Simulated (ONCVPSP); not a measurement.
Reading a pseudo-wave (Be (Z = 4))

Columns: radius, all-electron u(r) and pseudo u(r) of the 2s shell (level -5.54 eV) of beryllium in the configuration [He] 2s2; PBEsol, scalar-relativistic, ONCV scheme, ONCVPSP 4.0.1.

| r (bohr) | all-electron | pseudo |
| --- | --- | --- |
| 0.093 | -0.1861 | 0.0254 |
| 0.185 | -0.2480 | 0.0506 |
| 0.278 | -0.2388 | 0.0768 |
| 0.370 | -0.1894 | 0.1041 |
| 0.463 | -0.1178 | 0.1343 |
| 0.555 | -0.0372 | 0.1672 |
| 0.648 | 0.0467 | 0.2033 |
| 0.740 | 0.1277 | 0.2412 |
| 0.833 | 0.2049 | 0.2806 |
| 0.925 | 0.2751 | 0.3202 |
| 1.018 | 0.3393 | 0.3607 |
| 1.110 | 0.3960 | 0.4013 |
| 1.203 | 0.4466 | 0.4426 |
| 1.295 | 0.4900 | 0.4827 |
| 1.388 | 0.5272 | 0.5206 |
| 1.480 | 0.5578 | 0.5537 |
| 1.573 | 0.5827 | 0.5810 |
| 1.665 | 0.6021 | 0.6016 |
| 1.758 | 0.6166 | 0.6166 |
| 1.850 | 0.6265 | 0.6265 |
| 1.943 | 0.6325 | 0.6325 |
| 2.035 | 0.6348 | 0.6348 |
| 2.128 | 0.6339 | 0.6339 |
| 2.220 | 0.6302 | 0.6302 |
| 2.313 | 0.6240 | 0.6240 |
| 2.405 | 0.6157 | 0.6157 |

Question: How many radial nodes do the two functions have?

Answer: The all-electron 2s function has n − l − 1 = 1; the pseudo-wave has 0, since the states of the same l below it are removed with the core.

Question: At about which radius was the pseudo-wave matched?

Answer: 1.85 bohr. The columns agree to 0.0005 from 1.67 bohr on; several derivatives are matched, so the curves merge somewhat inside the radius.

Question: Is the pseudo-wave norm-conserving?

Answer: Yes: the ONCV scheme keeps the norm inside the radius equal to the all-electron one, which fixes the energy derivative of the logarithmic derivative at the level.
